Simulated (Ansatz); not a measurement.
```yaml
crystal:
  periodic: [false, false, false]
  atoms:
    - {symbol: C, position_ang: [-2.655847, -1.730371, -0.250819]}
    - {symbol: N, position_ang: [-1.267808, -1.537263, 0.097967]}
    - {symbol: Ti, position_ang: [-0.427708, 0.125316, 0.404847]}
    - {symbol: O, position_ang: [-1.561942, 1.301386, 1.200365]}
    - {symbol: N, position_ang: [1.117517, -0.134927, 1.464592]}
    - {symbol: C, position_ang: [2.475902, -0.459737, 1.101492]}
    - {symbol: N, position_ang: [0.194714, 0.690048, -1.288582]}
    - {symbol: C, position_ang: [0.898342, 1.925651, -1.537551]}
    - {symbol: H, position_ang: [-3.140802, -0.762148, -0.400995]}
    - {symbol: H, position_ang: [-3.218463, -2.253206, 0.532890]}
    - {symbol: H, position_ang: [-2.772530, -2.298120, -1.183316]}
    - {symbol: H, position_ang: [-0.797759, -2.408047, 0.305057]}
    - {symbol: H, position_ang: [-1.869336, 2.197559, 1.081269]}
    - {symbol: H, position_ang: [1.022920, 0.031706, 2.459952]}
    - {symbol: H, position_ang: [2.551415, -0.555802, 0.016508]}
    - {symbol: H, position_ang: [2.808010, -1.410854, 1.538480]}
    - {symbol: H, position_ang: [3.189765, 0.313386, 1.414502]}
    - {symbol: H, position_ang: [0.033273, 0.154432, -2.129340]}
    - {symbol: H, position_ang: [1.876335, 1.761257, -2.008321]}
    - {symbol: H, position_ang: [1.087142, 2.445984, -0.593471]}
    - {symbol: H, position_ang: [0.332259, 2.614449, -2.178528]}
basis:
  gaussian: {orbitals: pcseg-2}
hamiltonian: {xc: {name: SPW92}}
output: {forces: true}
```

```sh
$ ansatz run in.yaml --threads 4 --pin off --events-out ev --progress --plain --max-ram 66560MiB --backend cuda --devices 0, --max-vram 37GiB
```

Output, abridged:

```
Functional definition: SPW92
2203 factors; their error is unknown
mean field evaluation 1: about -32782.0805 eV, gradient 1.5e2 eV
mean field evaluation 2: about -32313.5420 eV, gradient 5.2e2 eV
mean field evaluation 4: about -32780.1631 eV, gradient 1.8e2 eV
mean field evaluation 8: about -32826.4200 eV, gradient 6.1e-1 eV
mean field -32826.42038866 eV, -1206.3486987363 hartree, gradient 1.6e-5 eV, S^2 0.000000; 0 other end points of the search recorded, 0 dependent functions left out
reference -32826.42045519 eV, -1206.3487011812 hartree; 41, 41 occupied and 407, 407 virtual orbitals, 2203 factors
Total energy: -32826.42045519 eV, -1206.3487011812 hartree
Atom 0 at    -2.655847    -1.730371    -0.250819 Å, force     0.568221     0.096000     0.151697 eV/Å
Atom 1 at    -1.267808    -1.537263     0.097967 Å, force    -0.413657     0.381828    -0.178518 eV/Å
Atom 2 at    -0.427708     0.125316     0.404847 Å, force    -0.095179     0.099816     0.095595 eV/Å
Atom 3 at    -1.561942     1.301386     1.200365 Å, force     0.292768    -0.673822    -0.024675 eV/Å
Atom 4 at     1.117517    -0.134927     1.464592 Å, force     0.260752    -0.160478    -0.577822 eV/Å
Atom 5 at     2.475902    -0.459737     1.101492 Å, force    -0.540407     0.155777     0.171462 eV/Å
Atom 6 at     0.194714     0.690048    -1.288582 Å, force     0.215376     0.394046     0.365577 eV/Å
Atom 7 at     0.898342     1.925651    -1.537551 Å, force    -0.290777    -0.491240     0.116339 eV/Å
Atom 8 at    -3.140802    -0.762148    -0.400995 Å, force    -0.133350     0.292119    -0.039632 eV/Å
Atom 9 at    -3.218463    -2.253206     0.532890 Å, force    -0.162343    -0.148373     0.210826 eV/Å
Atom 10 at    -2.772530    -2.298120    -1.183316 Å, force    -0.040338    -0.152078    -0.248596 eV/Å
Atom 11 at    -0.797759    -2.408047     0.305057 Å, force     0.259047    -0.403217     0.104882 eV/Å
Atom 12 at    -1.869336     2.197559     1.081269 Å, force    -0.217566     0.593153    -0.057890 eV/Å
Atom 13 at     1.022920     0.031706     2.459952 Å, force    -0.088107     0.092429     0.461241 eV/Å
Atom 14 at     2.551415    -0.555802     0.016508 Å, force     0.002996    -0.024543    -0.337165 eV/Å
Atom 15 at     2.808010    -1.410854     1.538480 Å, force     0.098102    -0.257555     0.108371 eV/Å
Atom 16 at     3.189765     0.313386     1.414502 Å, force     0.208045     0.204192     0.086861 eV/Å
Atom 17 at     0.033273     0.154432    -2.129340 Å, force    -0.094520    -0.290312    -0.391499 eV/Å
Atom 18 at     1.876335     1.761257    -2.008321 Å, force     0.271083    -0.041124    -0.129801 eV/Å
Atom 19 at     1.087142     2.445984    -0.593471 Å, force     0.047764     0.140645     0.284313 eV/Å
Atom 20 at     0.332259     2.614449    -2.178528 Å, force    -0.147910     0.192734    -0.171568 eV/Å
Dipole moment:     0.097145     0.036202    -0.160681 e Å
```

Hardware: 4 threads of an AMD EPYC 7R13 on a shared host and a share of an NVIDIA H100 80 GB. Wall time 4.6 s, peak host memory 0.95 GiB.
